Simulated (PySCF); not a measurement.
Gas-phase reaction: SnCl2 + I2 ⇌ SnI2 + Cl2, at 800 K and a standard pressure of 1 bar. Level: PBE0/def2-QZVP†.

Energies from PySCF, thermal terms from the rigid-rotor harmonic-oscillator model, ideal gas at 1 bar. † marks an energy on the PBE0/def2-TZVP geometry and frequencies. All species are closed-shell singlets. I, Sn: scalar-relativistic def2 core potential, no spin-orbit coupling. The harmonic model lacks anharmonicity and excited electronic states, which grow with temperature; levels with a mode under 35 cm⁻¹ are left out. Soft modes under 120 cm⁻¹ make the harmonic entropy rough for SnCl2, SnI2.

```tsv
species	E (Ha)	H(800 K) − E (kJ/mol)	S°(800 K) (J/mol/K)
SnCl2	-1134.57845	47.0	361.7
I2	-595.46399	30.0	296.6
SnI2	-809.87453	46.7	401.8
Cl2	-920.11753	30.5	257.8
```
E: electronic energy; H − E holds the zero-point and thermal terms. 1 Ha = 2625.5 kJ/mol.

Problem. Work out ΔH°, ΔS°, ΔG° and log10 K from these numbers.

Solution. 1. ΔE = 1×(-809.87453) + 1×(-920.11753) − 1×(-1134.57845) − 1×(-595.46399) = 0.05038 Ha = 132.3 kJ.
2. Δ(H − E) = 1×(46.7) + 1×(30.5) − 1×(47.0) − 1×(30.0) = 0.2 kJ, so ΔH° = 132.5 kJ.
3. ΔS° = 1×(401.8) + 1×(257.8) − 1×(361.7) − 1×(296.6) = 1.3 J/K; the number of gas molecules stays the same.
4. ΔG° = ΔH° − TΔS° = 132.5 − 800×(1.3)/1000 = 131.5 kJ.
5. log10 K = −ΔG°/(RT ln 10) = -8.58, with RT ln 10 = 15.32 kJ/mol; at standard pressures the reactants are favoured.
6. A shift of 10 kJ in ΔE would move log10 K by 0.65 here.
For scale, ΔH°(298 K) is 133 kJ at this level, 140 kJ at ωB97M-V/def2-TZVP†, and runs from 43 to 150 kJ over the 18 levels computed.
